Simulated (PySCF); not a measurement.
B(Me)(OMe)(SH) (C₂H₇BOS), SMILES SB(OC)C.

Coordinates come from a B3LYP-D3(BJ)/def2-SVP optimisation. The structure was generated by enumeration, and PubChem lists no compound with its InChIKey, so it may never have been made. One conformer was computed; it need not be the lowest.

Two levels are set side by side: PBE/def2-TZVP (PySCF) and r2SCAN/def2-TZVP (PySCF). Same geometry, gas phase. Differences are taken from unrounded values.

| quantity | r2SCAN | PBE | PBE minus r2SCAN |
|---|---|---|---|
| orbital gap (eV) | 6.37 | 5.74 | -0.63 |
| highest occupied level (eV) | -6.62 | -6.33 | 0.29 |
| lowest empty level (eV) | -0.25 | -0.59 | -0.35 |
| dipole moment (D) | 0.15 | 0.18 | 0.03 |
| mean polarisability (bohr³) | 62.4 | 64.1 | 1.7 |

Rough cost on one machine, each run with all the roots and properties that it gave: r2SCAN against PBE about 5 times.
